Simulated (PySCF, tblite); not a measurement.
Isomers of C5H7FN2Si, one GFN2-xTB conformer each. Single-point energies are computed at PBE0/pcSseg-1 (PySCF, gas phase, no added dispersion term), electronic only.

```tsv
SMILES	GFN2-xTB relative energy (kJ/mol)
N#CC1=C[SiH2][C@]1(F)CN	207.5
Cc1cc(F)c([SiH3])nn1	0.0
```

Conformers: `[N:1]#[C:2][C:3]1=[CH:4][SiH2:5][C@:6]1([F:7])[CH2:8][NH2:9]` with Si5–C6–C8–N9 -34°, C6–C8–N9–H 165° and -75°.

Task: What does PBE0/pcSseg-1 give for the same structures?

Result: 
| SMILES | PBE0/pcSseg-1 E (Eh) | PBE0/pcSseg-1 (kJ/mol) | GFN2-xTB (kJ/mol) | point group |
| --- | --- | --- | --- | --- |
| Cc1cc(F)c([SiH3])nn1 | -692.90755 | 0.0 | 0.0 | Cs |
| N#CC1=C[SiH2][C@]1(F)CN | -692.88048 | 71.1 | 207.5 | C1 |

Both levels put the same isomer lowest. As drawn, the lower has an aromatic ring and an N–N linkage, which the higher lacks; the higher has a four-membered ring, a C≡N group and an N–H bond, which the lower lacks.

Task: Which frontier levels, dipoles and rotational constants go with these structures?

Result: 
```json
{"SMILES": "Cc1cc(F)c([SiH3])nn1", "HOMO (eV, PBE0/pcSseg-1)": "-6.81", "LUMO (eV)": "-1.54", "dipole (D)": "2.88", "A, B, C (MHz)": "2815, 964.3, 727.5"}
{"SMILES": "N#CC1=C[SiH2][C@]1(F)CN", "HOMO (eV, PBE0/pcSseg-1)": "-7.59", "LUMO (eV)": "-1.94", "dipole (D)": "4.54", "A, B, C (MHz)": "1824, 1165, 1079"}
```

Task: What happens when harmonic zero-point energies from GFN2-xTB frequencies are added?

Result: 
| SMILES | ZPE (kJ/mol) | electronic (kJ/mol) | with ZPE (kJ/mol) |
| --- | --- | --- | --- |
| Cc1cc(F)c([SiH3])nn1 | 278.9 | 0.0 | 0.0 |
| N#CC1=C[SiH2][C@]1(F)CN | 286.2 | 71.1 | 78.3 |

The zero-point energies span 7.3 kJ/mol. The order is unchanged.
